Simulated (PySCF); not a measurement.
## Correlation energy of N⁺ (nitrogen, charge +1)

[He] 2s2 2p2, high-spin 3P determinant. All numbers are calculated (PySCF 2.14, no relativity, point nucleus, in def2-TZVPPD (6s3p3d1f, 37 functions)). Frozen: nothing; 6 electrons correlated.

| level | correlation energy (mhartree) |
| --- | --- |
| CCSD | -109.10 |
| (T) | -1.71 |
| CCSD(T) | -110.81 |
| CCSDT | -111.15 |

Diagnostics: T1 = 0.0052, D1 = 0.0127, largest double amplitude 0.118.

Problem. Is a single reference adequate?

Solution. Mostly. T1 lies below 0.03, but a double amplitude of this size points to a near-degeneracy that CCSD handles and MP2 describes poorly.

This basis was not built for core-valence correlation, so the inner-shell part is incomplete.
